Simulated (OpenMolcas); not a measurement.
As: effect of the IPEA shift

| Quantity | Value |
| --- | --- |
| Program | OpenMolcas |
| Basis | ANO-RCC-VQZP [7s6p4d2f1g] |
| Scalar Hamiltonian | DKH2, point nucleus |
| Active space | 3 electrons in 9 orbitals (RAS2 4p; RAS3 4d 5s, at most 1 electron) |
| State averaging | 2S+1 = 4 odd, 1 root; 2S+1 = 2 odd, 8 roots; 2S+1 = 4 even, 15 roots; 2S+1 = 2 even, 8 roots |
| Spin-orbit coupling | RASSI with atomic mean-field integrals over the reference wave functions, term energies averaged over their components |

Methods on the same reference wave functions:
A. RASSCF
B. SS-RASPT2, IPEA 0 Eh, imaginary shift 0.1 Eh (closed shells correlated: 3d 4s)
C. SS-RASPT2, IPEA 0.25 Eh, imaginary shift 0.1 Eh (closed shells correlated: 3d 4s)

Energies in cm⁻¹ above 4s² 4p³ ⁴S°_3/2, the measured ground level; measured values from NIST Handbook of Basic Atomic Spectroscopic Data.

```tsv
Level	A	B	C	Measured
4s² 4p³ ⁴S°_3/2	0.0	0.0	0.0	0.0
4s² 4p³ ²D°_3/2	14502	11400	11360	10593
4s² 4p³ ²D°_5/2	14688	11570	11540	10915
4s² 4p³ ²P°_1/2	24234	21950	21710	18186
4s² 4p³ ²P°_3/2	24481	22190	21950	18648
4s² 4p² 5s ⁴P_1/2	56442	55380	54940	50694
4s² 4p² 5s ⁴P_3/2	57082	56020	55570	51610
4s² 4p² 5s ⁴P_5/2	58177	57100	56650	52898
4s² 4p² 5s ²P_1/2	60781	58780	58170	53136
4s² 4p² 5s ²P_3/2	62009	59970	59360	54605
```

Deviations, from unrounded energies. A percentage is the sum of absolute deviations over the sum of measured energies, with the sign that they share, or ± where signs differ.

```csv
Against measurement,Levels,A,B,C
mean absolute deviation (cm-1),9,5700,3700,3300
other terms of the ground configuration (%),4,+33.5,+15.0,+14.1
other configurations (%),5,+12.0,+9.2,+8.3
```

C lies closest to measurement on these levels and A furthest from it. The largest miss of C in the table is 4s² 4p² 5s ²P_1/2, by +5000 cm-1. The ranking rests on the paired levels alone, and a cruder setting can come out closer through cancelling errors.

Between B and C the level of the table that moves most is 4s² 4p² 5s ²P_3/2, by 610 cm-1 (lowest in C, highest in B). Moves below CASPT2's spread within the term are not significant.

From A to B the spin-free energies of the other terms of 4s² 4p³ shown, above ⁴S°, scale by factors of 0.79 to 0.91.

The lowest spin-free term lies below A's lowest term by 0.171 hartree in B, 0.161 hartree in C.

Term energies are means over components that CASPT2 splits; among the terms shown or strongly mixed into the levels shown the widest spread is 120 cm-1 (4s² 4p³ ²D°, C). ANO sets are built for valence states and can reach diffuse excited orbitals poorly, and with the s shell closed the s pⁿ⁺¹ terms that mix with these levels are absent. With the s shell closed, the reference lacks s² → p² mixing. Without dynamic correlation excited terms often stand tens of per cent too high (terms of higher spin than the ground term too low), and those without a measured partner can miss by more than the paired ones (holds for A). Some terms miss by over 15 % even with CASPT2, which points to a basis or an active space too small for the shells correlated (holds for B; C). Computed and measured levels are paired by configuration, term and J; levels that our copy of the source lacks, or whose pairing is in doubt (as where it misses far off the trend of its configuration), stay unpaired and out of the deviations. Levels of configurations outside the active space are missing. Levels that lie high or do not pair safely by name in every column are left out.

° marks odd parity.
